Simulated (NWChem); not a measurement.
System: C2H5NOSi; SMILES N#CC[SiH2]O

```xyz
10

N      0.3299     2.8583     0.0000
C     -0.1949     1.8255     0.0000
C     -0.8013     0.5108     0.0000
Si     0.4891    -0.8758     0.0000
O     -0.4339    -2.2593     0.0000
H     -1.4443     0.3920     0.8875
H     -1.4443     0.3920    -0.8875
H      1.3440    -0.7622    -1.2184
H      1.3440    -0.7622     1.2184
H      0.0162    -3.1085     0.0000
```
Atoms are numbered in this order, from 1.

All runs: NWChem. Pople sets run with spherical d functions. Geometry: optimised at PBE0/def2-SVP. Atomic charges in e: unrestrained fits to the electrostatic potential beside Mulliken populations; buried atoms are poorly determined by the fit.

For level B3LYP/def2-SVP:

```
Item          Result
------------  ------
Mulliken N1     0.04
Mulliken C2    -0.25
Mulliken C3    -0.17
ESP Si4         0.74
Mulliken Si4    0.63
ESP O5         -0.68
Mulliken O5    -0.39
```

Question: How do the values read with level Hartree-Fock/6-31G* instead?

Answer: 
- Mulliken N1: -0.41
- Mulliken C2: 0.27
- Mulliken C3: -0.69
- ESP Si4: 0.88
- Mulliken Si4: 1.07
- ESP O5: -0.80
- Mulliken O5: -0.90
